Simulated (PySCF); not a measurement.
## Dipole moment and polarisability of `C#CC1CC(=N)C1`

Compound: C₆H₇N.
Cartesian coordinates in Å at the GFN2-xTB level; atoms count from 1:
```
atom  x, y, z in Å
C1     2.8202    0.6745    0.0445
C2     1.7648    0.1973    0.3469
C3     0.4734   -0.3559    0.6705
C4    -0.7259    0.6043    0.4696
C5    -1.3251   -0.4127   -0.4784
N6    -2.3926   -0.5594   -1.1089
C7    -0.1261   -1.3114   -0.3924
H8     3.7530    1.0841   -0.2050
H9     0.5017   -0.7958    1.6699
H10   -1.3169    0.8186    1.3593
H11   -0.4623    1.5446   -0.0145
H12   -3.0739    0.1897   -1.0014
H13    0.4432   -1.3558   -1.3198
H14   -0.3341   -2.3273   -0.0625
```

Level: PBE0/def2-SVPD (PySCF), static field, nuclei fixed, core orbitals frozen in the response. The polarisability tensor in these axes (au):

```
x   97.35  7.04  5.23
y    7.04 65.26  3.08
z    5.23  3.08 60.05
```

Problem. What are the eigenvalues, a third of the trace, and Δα (Δα² = ½Σ(αi − αj)² over the three pairs)?

Solution. Principal values 58.52, 64.48 and 99.67 au; mean 74.22 au = 11.00 Å³ = 12.24 × 10⁻⁴⁰ C²·m²/J; Δα = 38.51 au (52 % of the mean).

Problem. What is the dipole moment, and where does it point?

Solution. (0.47, 1.07, 1.42) D, 1.84 D in size, pointing from the negative to the positive side. Measured along this direction, the outermost atoms are N6 and H13 at the negative end and H8 at the positive end.

Problem. Give the eigenvalues of the traceless quadrupole moment Θ = ½Σq(3rr − r²1), origin at the centre of nuclear charge.

Solution. -11.13, 4.03, 7.09 D·Å. The values depend on the origin, since the dipole doesn't vanish. The electronic extent ⟨r²⟩ about the same centre is 811 bohr², a root-mean-square distance of 2.13 Å for the 50 electrons.

Problem. Find the Langevin capture rate constant for NO+ (29.998 u) meeting this molecule (93.058 u), k = 2.342 × 10⁻⁹ cm³/s × √(α in Å³ / reduced mass in u).

Solution. The reduced mass is 22.69 u, so k = 1.63 × 10⁻⁹ cm³/s. The formula leaves out the permanent dipole, which adds to the capture rate.

Problem. What would n − 1 = 2πNα be for an ideal gas of these molecules at 273.15 K and 1 atm, electronic part alone?

Solution. N = p/kT = 2.6868 × 10¹⁹ cm⁻³, so n − 1 = 2π × N × 11.00 × 10⁻²⁴ cm³ = 1857 × 10⁻⁶ at long wavelengths.

Problem. Sum over states: ᾱ = Σ f/ω², ω in Eh. What share falls to these 6 lowest TDDFT singlets (eV, f)? 5.07, 0.0025; 6.45, 0.0003; 6.56, 0.0035; 6.62, 0.0014; 6.78, 0.0073; 6.87, 0.0036.

Solution. They add up to 0.33 au, 0.5 % of the 74.22 au; the largest single term is 0.12 au, from the state at 6.78 eV. Terms in order: 0.07, 0.01, 0.06, 0.02, 0.12, 0.06 au. Higher excitations give the rest. The strengths listed sum to 0.019.

Isolated species at its GFN2-xTB geometry, gas phase.
